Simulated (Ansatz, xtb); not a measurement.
## C4H4FNSe: which of two isomers lies lower

Structure X: `Nc1[se]ccc1F`, a singlet. Structure Y: `FCc1c[se]cn1`, a singlet. Both are isolated molecules in the gas phase, relaxed with B3LYP/def2-SVP; the shapes shown needn't be the lowest conformers.

X (Å):

```xyz
11

C    -1.4628   -0.6290   -0.5845
C    -1.0510    1.3947    1.0223
C    -0.1514    0.3771    1.1449
C    -0.3890   -0.7209    0.2630
F     0.4019   -1.8168    0.2615
N    -1.8232   -1.5213   -1.5864
Se   -2.3188    1.0414   -0.3255
H    -1.2345   -2.3513   -1.5877
H    -2.8071   -1.7794   -1.5993
H    -1.1075    2.3121    1.6052
H     0.6700    0.3701    1.8641
```

Y (Å):

```xyz
11

C    -2.0589   -1.2232   -0.8672
C    -1.1325   -0.3827   -0.0333
C    -1.5320    0.4232    0.9967
C     0.9262    0.3267    0.4422
F    -3.3643   -1.0681   -0.4551
N     0.2115   -0.4270   -0.3265
Se   -0.0536    1.2795    1.7508
H    -1.9786   -0.9333   -1.9304
H    -1.7787   -2.2890   -0.7864
H    -2.5493    0.5694    1.3526
H     2.0124    0.4250    0.3645
```

Quicker runs give these differences E(Y) − E(X): GFN2-xTB −9.7 kcal/mol; HF/STO-3G −8.0 kcal/mol (at GFN2-xTB geometries); r2SCAN-D4/def2-SVP −3.8 kcal/mol (at GFN2-xTB geometries).

Task: Estimate E(Y) − E(X) at the level CCSD(T)/def2-SVP + ΔMP2/def2-TZVPP.

Result: Calculated at CCSD(T)/def2-SVP + ΔMP2/def2-TZVPP: E(Y) − E(X) = −6.2 kcal/mol, so structure Y lies lower.

Level by level:

| level | geometry | E(Y) − E(X) (kcal/mol) | departure from the last row (kcal/mol) | job, with rough time for the two |
| --- | --- | --- | --- | --- |
| GFN2-xTB | GFN2-xTB | −9.7 | −3.4 | optimisation, 0.3 s |
| HF/STO-3G | GFN2-xTB | −8.0 | −1.8 | single point, 0.44 s |
| r2SCAN-D4/def2-SVP | GFN2-xTB | −3.8 | +2.5 | single point, 3.6 s |
| B3LYP/def2-SVP | B3LYP/def2-SVP | −4.9 | +1.4 | optimisation, 35 s |
| HF/def2-SVP | B3LYP/def2-SVP | −7.2 | −0.9 | part of the CCSD(T) run |
| MP2/def2-SVP | B3LYP/def2-SVP | −7.1 | −0.8 | part of the CCSD(T) run |
| CCSD(T)/def2-SVP | B3LYP/def2-SVP | −7.9 | −1.7 | single point |
| CCSD(T)/def2-SVP + ΔMP2/def2-TZVPP | B3LYP/def2-SVP | −6.2 |  | single point, 71 s |

As drawn, Y has 1 C–C, 2 C∷N, 2 C–H in place of 1 C–N, 2 C∷C, 2 N–H (∷ is an aromatic bond).

The levels shown agree on the order. The largest departure from CCSD(T)/def2-SVP + ΔMP2/def2-TZVPP is that of GFN2-xTB, 3.4 kcal/mol. The last row adds to CCSD(T) the change of the MP2 difference between the two basis sets, here +1.7 kcal/mol.

With thermal terms from frequencies at re-optimised GFN2-xTB minima (ideal gas, soft modes damped towards free rotors, one conformer each, 298.15 K, 1 atm): on the last row, ΔE + ΔZPE = −6.0, ΔH = −6.2, ΔG = −6.4 kcal/mol.

The correlated steps freeze 15 core orbitals; the filled d shell of Se is correlated, in a basis made for valence electrons. Run with Ansatz 0.2.0, xtb 6.7.1; the last row on 4 threads of Arm Neoverse V1 on a shared host.
